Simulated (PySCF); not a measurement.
Ge(2+) (germanium, charge +2): UHF calculation

Configuration: [Ar] 3d10 4s2, closed-shell 1S. Calculation: PySCF 2.14, in cc-pVDZ-PP with ECP10MDF; a scalar-relativistic core potential.

* Total energy: -292.509595 hartree
* One-electron energy: -507.1265 hartree
* Hartree (Coulomb) energy: 237.8260 hartree
* Exchange energy: -23.2090 hartree
* ⟨S²⟩: 0.0000
* ⟨L²⟩: 0.000
* Sum of ⟨r⟩: 16.36 bohr
* Sum of ⟨r²⟩: 19.45 bohr²
* Time after the integrals: 0.09 s of wall time on 1 thread of Neoverse-N1 (shared host)

```
shell  electrons  mean orbital energy (hartree)  rms radius, mean of both spins (bohr)
   3s          2                       -8.08472                                  0.670
   3p          6                       -5.99635                                  0.702
   3d         10                       -2.33604                                  0.805
   4s          2                       -1.19233                                   2.14
```

Energies and moments cover only the electrons outside the core potential.
